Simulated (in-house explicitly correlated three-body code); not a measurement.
The numbers below are computed, except where a source is named.
## Taking the two-electron ground state apart, Z = 4.7

A variational code in 260 exponentially correlated functions gives, for two electrons around a point charge Z = 4.7 (non-relativistic, fixed nucleus, atomic units): E = -19.3083672, <1/r> = 4.387685 per electron, <1/r12> = 2.6275. From its density, U = 5.428711 (Hartree energy) and T_s = 19.266132 (kinetic energy of the doubly filled orbital √(n/2)). Further, <r²> = 0.162512 per electron, <r12²> = 0.333341 and <p1·p2> = 0.513036.

Problem. Check the virial theorem, and compare with the screened hydrogenic estimate.

Solution. V = −2Z<1/r> + <1/r12> = -41.244239 + 2.6275 = -38.616739, and 2E = -38.616734, so T = −E = 19.308367. A product of 1s orbitals with exponent Z − 5/16 = 4.3875 gives −4.3875² = -19.25016, which is 58.2 millihartree too high.

Problem. Find the exchange and correlation energies of density-functional theory.

Solution. For two electrons in one orbital E_x = −U/2 = -2.714355. The potential part of correlation is U_c = <1/r12> − U − E_x = -0.086855, the kinetic part T_c = T − T_s = 0.042235, and E_c = T_c + U_c = -0.044620 hartree. Restricted Hartree-Fock gives -19.263751, so the correlation energy of wave-function theory is -0.044616.

Problem. What do the second moments say about angular correlation and diamagnetism?

Solution. From r12² = r1² + r2² − 2 r1·r2, <r1·r2> = <r²> − <r12²>/2 = -0.00416 bohr². It vanishes for a product of s orbitals, and its negative sign shows that the electrons favour opposite sides of the nucleus. The Langevin susceptibility is −0.79199e-6 × 2<r²> = -0.2574e-6 cm³/mol.

Problem. How does a model nuclear mass of 9.4 u change the ionisation energy, to first order in m/M (1 hartree = 27.211386 eV)?

Solution. m/M = 1/(9.4 × 1822.8885) = 5.83596e-05. With a fixed nucleus the second electron is bound by −Z²/2 − E = 8.263367 hartree = 224.8577 eV. The reduced mass scales this by 1 − m/M, a change of -13.123 meV. The mass-polarisation term raises the two-electron state by (m/M)<p1·p2> = 29.94 microhartree, a further -0.815 meV. The sum is 224.8437 eV, before relativistic and QED terms.
